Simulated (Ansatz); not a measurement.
Computed with Ansatz on PBE0-D4/def2-TZVP structures; ΔE is electronic, products minus reactants. CCSD(T)/CBS adds triple-zeta CCSD(T) − MP2 to the extrapolated MP2 energy (def2 sets, frozen cores). This one scheme is used for every species. Functionals use def2-TZVPP. B3LYP here is the variant with VWN-RPA as its local correlation; programs differ in this. HSE06 is defined as in plane-wave codes. Each species was taken in one conformer, which may not be the lowest.

`CCCO` + `C=[N][AlH2]` → `C=[N][AlH][CH2]C` + CH₃OH  (formal exchange of groups at a C–C bond)

| level | ΔE (kcal/mol) | difference from CCSD(T)/CBS |
| --- | --- | --- |
| PBE-D4 | -3.6 | -0.6 |
| revPBE-D4 | -3.1 | -0.1 |
| BLYP-D4 | -3.7 | -0.7 |
| r2SCAN-D4 | -3.3 | -0.3 |
| B97M-V | -0.7 | 2.3 |
| PBE0-D4 | -3.3 | -0.3 |
| B3LYP-D4 | -3.5 | -0.5 |
| r2SCAN0-D4 | -3.1 | -0.1 |
| HSE06-D4 | -3.3 | -0.3 |
| BHLYP-D4 | -2.9 | 0.1 |
| CAM-B3LYP-D4 | -2.5 | 0.5 |
| ωB97X-V | -2.2 | 0.8 |
| ωB97M-V | -3.0 | 0.0 |
| B2PLYP | -3.2 | -0.2 |
| PBE-QIDH | -2.8 | 0.2 |
| PBE | -3.6 | -0.6 |
| BLYP | -4.0 | -1.0 |
| r2SCAN | -3.3 | -0.3 |
| PBE0 | -3.2 | -0.2 |
| B3LYP | -3.5 | -0.5 |
| r2SCANh | -3.2 | -0.2 |
| r2SCAN0 | -3.0 | 0.0 |
| HSE06 | -3.3 | -0.3 |
| BHLYP | -2.5 | 0.5 |
| CAM-B3LYP | -2.4 | 0.6 |
| RPA@PBE/def2-TZVPP | -1.9 | 1.1 |
| HF/def2-SVP | -0.4 | 2.6 |
| MP2/def2-SVP | -0.4 | 2.6 |
| CCSD/def2-SVP | 0.0 | 3.0 |
| CCSD(T)/def2-SVP | 0.1 | 3.1 |
| HF/def2-TZVPP | -1.3 | 1.7 |
| MP2/def2-TZVPP | -3.0 | 0.0 |
| SCS-MP2/def2-TZVPP | -2.5 | 0.5 |
| CCSD/def2-TZVPP | -2.4 | 0.6 |
| CCSD(T)/def2-TZVPP | -2.5 | 0.5 |
| HF/def2-QZVPP | -1.4 | 1.6 |
| MP2/def2-QZVPP | -3.3 | -0.3 |
| SCS-MP2/def2-QZVPP | -2.8 | 0.2 |
| HF/CBS(def2) | -1.4 | 1.6 |
| CCSD/CBS(def2) | -2.9 | 0.1 |
| CCSD(T)/CBS | -3.0 | 0 |

Largest T1 diagnostic among the species: 0.015.

Leaving LDA and LC-ωPBE aside and taking each functional with its dispersion term where it has one, the values spread over 3.0 kcal/mol, from BLYP-D4 to B97M-V. LDA lies +2.3 kcal/mol from PBE without D4. From BLYP to BHLYP (50 % exact exchange), in def2-TZVPP and without D4, ΔE moves by +1.5 kcal/mol.
